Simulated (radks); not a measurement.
These are the eigenvalues of the occupied orbitals of an atom or ion with whole-number occupations (eV). Calculated with a radial shooting solver on a logarithmic mesh with Libxc functionals: scalar-relativistic Kohn-Sham, BLYP, spin-polarised, spherical densities, point nucleus.

| orbital | eigenvalue |
|---|---|
| 1s up | -2109.759 |
| 1s down | -2109.610 |
| 2s up | -197.3554 |
| 2s down | -197.2058 |
| 2p up | -148.1573 |
| 2p down | -147.9522 |
| 3s up | -34.3889 |
| 3s down | -33.1147 |
| 3p up | -24.6844 |

Which element is it, and in what charge state? The configuration may be excited. Open shells, if any, are filled with parallel spins first.

Answer. Z = 15, phosphorus, charge +2: P2+ in [Ne] 3s2 3p1. The list shows which subshells hold electrons but not how many an open one holds; the 1s level, -77.532 hartree, gives Z - s = 12.5 by -(Z - s)^2/2, which with screening and relativity narrows Z to a few neighbours, and the depths of the outer levels then fix element, charge and occupations together.
